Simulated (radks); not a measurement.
Spherical quantum dot in the effective-mass picture: electrons in a hard-walled sphere of radius 2.58, with a point charge +2 (a donor) at the centre, all in effective atomic units (hartree* = m*/eps^2 hartree, bohr* = eps/m* bohr), one dielectric constant everywhere. Calculated with a radial shooting solver with Libxc functionals: non-relativistic Kohn-Sham, r2SCAN, spin-polarised, spherical densities, generalised Kohn-Sham scheme. Levels are named by radial order and angular momentum (1s, 1p, 1d, 2s, ...), and open shells are averaged over m. Each electron was tried in the lowest free levels, single moves between levels near the top were tried too, and the lowest total energy was kept; such a search can miss a lower state. At N = 1 the Hartree and exchange-correlation terms need not cancel, so that row can carry a self-interaction error.

| N | open shells | 2S | E (hartree*) | mu = E(N) - E(N-1) (hartree*) | addition energy mu(N+1) - mu(N) (hartree*) | e(HOMO) (hartree*) | rms radius (bohr*) |
|---|---|---|---|---|---|---|---|
| 1 | 1s(up 1, down 0) | 1 | -1.98807 | -1.9881 | 1.155 | -1.5644 | 0.8287 |
| 2 | none | 0 | -2.82135 | -0.83329 | 2.161 | -0.48661 | 0.9433 |
| 3 | 1p(up 1, down 0) | 1 | -1.49396 | 1.3274 | 0.4701 | 1.5511 | 1.194 |
| 4 | 1p(up 2, down 0) | 2 | 0.303571 | 1.7975 | 0.5041 | 2.0469 | 1.311 |
| 5 | 1p(up 3, down 0) | 3 | 2.60524 | 2.3017 | 0.7437 | 2.5583 | 1.385 |
| 6 | 1p(up 3, down 1) | 2 | 5.65061 | 3.0454 | 0.4550 | 3.2649 | 1.439 |
| 7 | 1p(up 3, down 2) | 1 | 9.15098 | 3.5004 | 0.4849 | 3.7397 | 1.481 |
| 8 | none | 0 | 13.1362 | 3.9852 | 1.068 | 4.2326 | 1.514 |
| 9 | 2s(up 1, down 0) | 1 | 18.1897 | 5.0535 | 0.7201 | 5.3163 | 1.538 |
| 10 | none | 0 | 23.9633 | 5.7736 | 0.6712 | 6.0558 | 1.549 |
| 11 | 1d(up 1, down 0) | 1 | 30.4082 | 6.4448 | 0.4671 | 6.6775 | 1.579 |
| 12 | 1d(up 2, down 0) | 2 | 37.3201 | 6.9119 | 0.4593 | 7.1470 | 1.604 |
| 13 | 1d(up 4, down 0) 2s(up 1, down 0) | 5 | 44.6913 | 7.3712 | 0.4427 | 7.5750 | 1.643 |
| 14 | 1d(up 5, down 0) 2s(up 1, down 0) | 6 | 52.5052 | 7.8139 | 0.5739 | 8.0526 | 1.662 |
| 15 | 1d(up 5, down 0) | 5 | 60.8930 | 8.3878 | 0.5991 | 8.6698 | 1.662 |
| 16 | 1d(up 5, down 1) | 4 | 69.8799 | 8.9869 | 0.4574 | 9.2148 | 1.678 |
| 17 | 1d(up 5, down 2) | 3 | 79.3241 | 9.4443 | 0.4624 | 9.6747 | 1.692 |
| 18 | 1d(up 5, down 3) | 2 | 89.2308 | 9.9067 | 0.4498 | 10.158 | 1.705 |
| 19 | 2s(up 1, down 0) | 1 | 99.5873 | 10.356 | 0.4988 | 10.573 | 1.732 |
| 20 | none | 0 | 110.443 | 10.855 | 1.488 | 11.163 | 1.728 |
| 21 | 1f(up 1, down 0) | 1 | 122.786 | 12.343 | 0.4540 | 12.568 | 1.740 |
| 22 | 1f(up 2, down 0) | 2 | 135.583 | 12.797 | 0.4556 | 13.024 | 1.752 |
| 23 | 1f(up 3, down 0) | 3 | 148.836 | 13.253 | 0.4572 | 13.481 | 1.763 |
| 24 | 1f(up 4, down 0) | 4 | 162.546 | 13.710 | - | 13.939 | 1.773 |

All shells are closed at N = 2, 8, 10, 20 (there: 1s2 1p6 1d10 2s2); the second difference of the energy has clear peaks (12 % above both neighbours; the first and last values, which can be the largest, are not judged, and half-filled shells can peak too) at N = 2, 5, 8, 20.
